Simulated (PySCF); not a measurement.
**Nuclear quadrupole coupling in 1-phenylaziridine**

1-phenylaziridine, C8H9N.
Cartesian coordinates in Å at the PBE0-D3(BJ)/def2-SVP level; atoms count from 1:
```xyz
18
C8H9N angstrom
C     -2.543    0.229   -0.191
C     -1.830    1.127    0.602
C     -0.477    0.927    0.860
C      0.188   -0.185    0.323
N      1.529   -0.423    0.626
C      2.554    0.564    0.445
C      2.520   -0.677   -0.379
C     -0.531   -1.086   -0.475
C     -1.883   -0.877   -0.727
H     -3.604    0.390   -0.392
H     -2.333    1.999    1.027
H      0.078    1.629    1.487
H      3.277    0.674    1.260
H      2.278    1.500   -0.059
H      3.218   -1.498   -0.180
H      2.222   -0.566   -1.429
H     -0.017   -1.957   -0.891
H     -2.428   -1.589   -1.352
```

Field gradients from the PBE0/pcSseg-1 density (PySCF, non-relativistic), principal values in atomic units, ordered |Vxx| ≤ |Vyy| ≤ |Vzz|:

| atom | Vxx | Vyy | Vzz |
| --- | --- | --- | --- |
| N5 | 0.1653 | 0.8118 | -0.9771 |

Question: Find the asymmetry η = (Vxx − Vyy)/Vzz and the couplings χ = eQV/h (234.96 MHz × Q in barn × V in au), with Q(14N) = 0.02044 b.

Answer: 
```json
{"atom": "N5", "environment": "aniline-type nitrogen", "nucleus": "14N", "η": "0.66", "χzz (MHz)": "-4.693", "χxx (MHz)": "0.794", "χyy (MHz)": "3.899"}
```

The tensor is traceless: Vxx + Vyy + Vzz = 0.

Question: What is Vzz at N5 in SI units (1 au = 9.71736 × 10²¹ V/m²)?

Answer: -0.9771 au = -9.495 × 10²¹ V/m².

Question: What couplings would deuterons (Q(2H) = 0.00286 b) have in place of the hydrogens, at this geometry?

Answer: 
```tsv
atom	bonded to	bond length (Å)	Vzz (au)	η	χzz (kHz)
H10	C1	1.092	0.3070	0.08	206
H11	C2	1.093	0.3040	0.06	204
H12	C3	1.092	0.3056	0.08	205
H13	C6	1.095	0.2968	0.06	199
H14	C6	1.098	0.2905	0.07	195
H15	C7	1.095	0.2968	0.06	199
H16	C7	1.098	0.2905	0.07	195
H17	C8	1.092	0.3056	0.08	205
H18	C9	1.093	0.3040	0.06	204
```

The structure is a single PBE0-D3(BJ)/def2-SVP conformer in the gas phase; no vibrational or solvent corrections. A larger basis could move these couplings by a tenth or more.
